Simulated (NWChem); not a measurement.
System: C2H9FSi3; SMILES F[Si@H]1C[SiH2][C@@H]1[SiH3]

Here is an NWChem input.

```
start job
memory heap 200 mb stack 900 mb global 1100 mb
geometry units angstroms noautosym nocenter noautoz
  F     -1.516761     2.031689     0.348862
  Si    -0.613956     0.963475    -0.488554
  C      1.182769     1.496063    -0.666904
  Si     1.665962    -0.149477     0.167154
  C     -0.166756    -0.559427     0.534375
  Si    -0.852727    -2.234012     0.050078
  H     -1.341402     0.684009    -1.759639
  H      1.567883     1.699821    -1.676399
  H      1.409809     2.363916    -0.025362
  H      2.294184    -1.123636    -0.777069
  H      2.518397    -0.019474     1.387200
  H     -0.397655    -0.380080     1.600078
  H     -0.615166    -2.476778    -1.407982
  H     -0.189804    -3.335104     0.817067
  H     -2.326294    -2.308759     0.300649
end
basis spherical
  F library def2-svp
  Si library def2-svp
  C library def2-svp
  H library def2-svp
end
dft
  xc xpbe96 cpbe96
  iterations 150
end
cosmo
  do_cosmo_smd true
  solvent water
end
task dft energy
```

Coordinates come from a PBE0/def2-SVP optimisation. Not confirmed as a minimum by frequencies. Solvent: water.

Level: PBE/def2-SVP with SMD (1 M gas to 1 M solution), gas-phase geometry. Reactions with the solvent are ignored.

**Question.** Predict the main results of this run. (PBE/def2-SVP, SMD on the gas-phase geometry.) Quantities: solvation free energy (kcal/mol); cavity-dispersion-structure term (kcal/mol); dipole in solution (D).

**Answer.** The solvation free energy (kcal/mol) is 2.6 and the cavity-dispersion-structure term (kcal/mol) is 5.0. The dipole in solution (D) is 1.57.
